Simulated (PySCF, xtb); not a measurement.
C₅H₆Se, SMILES C#C[C@H]1C[C@H]1[SeH]. One conformer was computed; it need not be the lowest.

Harmonic wavenumbers (cm⁻¹) from GFN2-xTB in xtb at its own minimum, in rising order: 97, 124, 168, 245, 270, 442, 464, 534, 652, 664, 738, 810, 858, 941, 1001, 1027, 1059, 1064, 1105, 1190, 1247, 1359, 1447, 2046, 2273, 3019, 3027, 3080, 3095, 3398.

Problem. What does PBE-D3(BJ)/def2-SVP (PySCF 2.14.0) give at its own minimum? (An estimate is asked for; the answer gives what the named calculation found.)

Solution. 31, 108, 180, 264, 286, 496, 513, 584, 617, 650, 755, 795, 818, 878, 989, 997, 1024, 1062, 1092, 1174, 1234, 1332, 1402, 2164, 2338, 3064, 3068, 3099, 3170, 3410. Paired by order, the mean absolute difference is 35 cm⁻¹ and the zero-point energies are 53.5 and 53.7 kcal/mol.
